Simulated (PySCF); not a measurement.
Bonding in `COC1=CCC1=O`

Species: C5H6O2.
Atom-mapped SMILES: `[CH3:1][O:2][C:3]1=[CH:4][CH2:5][C:6]1=[O:7]` (hydrogens: H8, H9, H10 on C1; H11 on C4; H12, H13 on C5)

Cartesian coordinates in Å at the GFN2-xTB level; atoms count from 1:
```xyz
13
C5H6O2 angstrom
C      2.0325    0.4868    1.0646
O      1.1530   -0.6247    1.0934
C     -0.0075   -0.4581    0.4457
C     -1.0776   -1.2557    0.2491
C     -1.8528   -0.2386   -0.5633
C     -0.6176    0.6524   -0.3257
O     -0.3092    1.7657   -0.6430
H      2.9114    0.1870    1.6315
H      2.3202    0.7358    0.0401
H      1.5745    1.3640    1.5285
H     -1.3205   -2.2557    0.5492
H     -2.7743    0.1344   -0.1167
H     -2.0364   -0.4928   -1.6071
```

Bond orders from the PBE0/pcSseg-1 density (PySCF). Geometry: GFN2-xTB, one conformer, isolated molecule.

(1) Where do the orders between heavy atoms depart from those drawn in the SMILES?

(2) Set the Mayer orders of the bonds between heavy atoms beside their lengths.

Results:

(1) The largest departure is 0.353, at C3–C4 (drawn double, 1.647). Drawn double or triple, more than 0.30 short of the drawn order: C3–C4 (1.647).

(2) 
| bond | drawn as | length (Å) | Mayer order |
| --- | --- | --- | --- |
| C1–O2 | single | 1.418 | 0.883 |
| O2–C3 | single | 1.339 | 1.063 |
| C3–C4 | double | 1.349 | 1.647 |
| C4–C5 | single | 1.515 | 1.020 |
| C5–C6 | single | 1.541 | 0.955 |
| C6–O7 | double | 1.198 | 2.009 |
| C6–C3 | single | 1.483 | 0.988 |

Bonds between the same two heavy elements. C–O: lowest C1–O2 (0.883, 1.418 Å), highest C6–O7 (2.009, 1.198 Å). C–C: lowest C5–C6 (0.955, 1.541 Å), highest C3–C4 (1.647, 1.349 Å); in 1 of the 6 pairs the longer bond (by over 0.003 Å) has the higher order (by 0.02 or more).

And the bonds to hydrogen?

C–H: 0.93 to 0.99 (6 bonds).

Sum the orders of all bonds at each heavy atom with more than one neighbour and set the sums beside the valence in the SMILES.

C1 3.772 (drawn 4), O2 1.946 (drawn 2), C3 3.698 (drawn 4), C4 3.661 (drawn 4), C5 3.827 (drawn 4), C6 3.952 (drawn 4). Orders between atoms that aren't bonded are not in these sums.

The Mayer order sums products of elements of PS (density times overlap matrix) between the two atoms' basis functions, so it depends on the basis set.

These values come from a run that also computed NMR shieldings. Rough CPU time on one thread of a shared machine: about 40 s.
